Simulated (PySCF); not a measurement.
A structure optimised at PBE-D3(BJ)/def2-SVP, used in a PySCF frequency run:

```xyz
13

Al     0.4849    -0.5939     0.0000
H      2.0914    -0.4713     0.0000
C     -0.3293    -2.3874     0.0000
H      0.0024    -2.9718     0.8863
H      0.0024    -2.9718    -0.8863
H     -1.4384    -2.3750     0.0000
C     -0.6302     1.0405     0.0000
C      0.0917     2.3968     0.0000
H     -1.3178     0.9620     0.8757
H     -1.3178     0.9620    -0.8757
H      0.7466     2.5155    -0.8885
H      0.7466     2.5155     0.8885
H     -0.6123     3.2568     0.0000
```

**Question.** Write its SMILES, formula and point group.

**Answer.** C[CH2][AlH][CH3], C₃H₉Al, Cs

**Question.** What are its rotational constants (standard atomic weights)?

**Answer.** 17.620, 2.3650, 2.1696 GHz
